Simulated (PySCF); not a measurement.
Z-matrix (Å, degrees):
```
Br
```
Charge 0, spin multiplicity 2.

Q: Give the dipole moment, highest occupied spin orbital and total energy at the level r2SCAN-D4/def2-TZVP run with PySCF 2.14.0.

A: 
- dipole moment: 0.00 D
- highest occupied spin orbital: -7.77 eV
- total energy: -2574.0926 Ha
